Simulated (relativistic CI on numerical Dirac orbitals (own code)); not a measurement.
Method of calculation: Dirac-Coulomb-Breit CI, separate exchange-only KLI orbitals for each configuration, model QED, unscaled Slater integrals (own radial code, finite nucleus).

The strongest absorption lines from the ground level of an ion, among the configurations computed and to levels below about 12000 eV (vacuum wavelength in nm, gf): 0.10371 (0.24), 0.13327 (0.24), 0.13337 (0.32), 0.13385 (0.14), 0.13534 (1.1), 0.13801 (0.42), 0.97750 (0.3), 0.97909 (0.17).

Question: Which ion is it?
A. Pt73+
B. Er63+
C. Ce53+
D. Ta68+

Answer: B. Er63+ has 5 electrons and the ground level 2s2 2p 2P°_1/2; the strongest line goes to 2s2 3d 2D_3/2. The pattern of lines fixes the number of electrons, and along that sequence the line energies rise steadily with the charge (about as its square where n changes within one kind of shell, about linearly where n is kept but much faster in heavy ions where fine structure, which grows about as Z⁴, sets the gap, and irregularly where shells cross), which fixes Z. Configurations outside the model, such as inner-shell arrays, can give stronger lines. At this charge energies of transitions that change n are usually good to better than 1 %, and those within a shell (Δn = 0) to a few per cent.

LS names give the leading component of a level, which can be under half, so a name can repeat, a term be missing and a line seem to break the LS rules.
